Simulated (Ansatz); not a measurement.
Molecule: CCl2F (charge 0, doublet). It need not be the lowest isomer of its formula. SMILES: F[C](Cl)Cl
Geometry: optimised at B3LYP-D3(BJ)/def2-TZVP (Ansatz, a quantum-chemistry and plane-wave program).

Quantity: vertical electron affinity (to the singlet state of charge -1; a negative value means that the extra electron is unbound and the number depends on the basis; each state is the SCF solution reached for its spin), in eV. Cores are frozen in the correlated levels unless marked. UHF or UKS for open shells. Spin-orbit coupling is left out. Non-relativistic. Anions need diffuse functions: aug- sets have them; def2-D sets add few. CBS(X,Y): correlation extrapolated as X^-3; Hartree-Fock from the larger set. The bracket is a focal-point correction in the basis named.

| level | program | vertical electron affinity (eV) |
|---|---|---|
| SVWN5/def2-TZVPD | Ansatz | (withheld) |
| PBE/def2-TZVPD | Ansatz | 0.67 |
| PBE0/def2-TZVPD | Ansatz | 0.60 |
| wB97M-V/def2-TZVPD | Ansatz | 0.74 |
| CCSD/aug-cc-pV(D+d)Z | Ansatz | (withheld) |
| RI-MP2/CBS(aug-cc-pV(T+d)Z,aug-cc-pV(Q+d)Z)+[CCSD(T)-MP2]/aug-cc-pV(D+d)Z | Ansatz | (withheld) |

Q: What belongs in the gaps?

A: 
- SVWN5/def2-TZVPD, vertical electron affinity (eV): 0.91
- CCSD/aug-cc-pV(D+d)Z, vertical electron affinity (eV): 0.45
- RI-MP2/CBS(aug-cc-pV(T+d)Z,aug-cc-pV(Q+d)Z)+[CCSD(T)-MP2]/aug-cc-pV(D+d)Z, vertical electron affinity (eV): 0.84
